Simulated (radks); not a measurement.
Coulomb parameter of the 4f shell of the thulium ion Tm2+ in the model configuration [Xe] 4f11 6p2, as a second difference U = [E(n + 0.5) + E(n - 0.5) - 2 E(n)] / (0.5)^2 with all orbitals relaxed. "Bare": the charge of the atom changes with n. "Screened": the 6p shell takes up the change at fixed total charge, which measures U(4f,4f) + U(6p,6p) - 2 U(4f,6p). Method: scalar-relativistic Kohn-Sham, PBE, spin-unpolarised, spherical densities, point nucleus; computed with a radial shooting solver on a logarithmic mesh with Libxc functionals.

case               configuration  E - E(n) (eV)
start              [Xe] 4f11 6p2          0.000
bare +0.5        [Xe] 4f11.5 6p2        -17.473
bare -0.5        [Xe] 4f10.5 6p2         22.465
screened +0.5  [Xe] 4f11.5 6p1.5        -11.242
screened -0.5  [Xe] 4f10.5 6p2.5         13.870

U(bare) = 19.968 eV, U(screened by 6p) = 10.511 eV, against the Slater integral F0(4f,4f) = 35.337 eV with frozen orbitals.
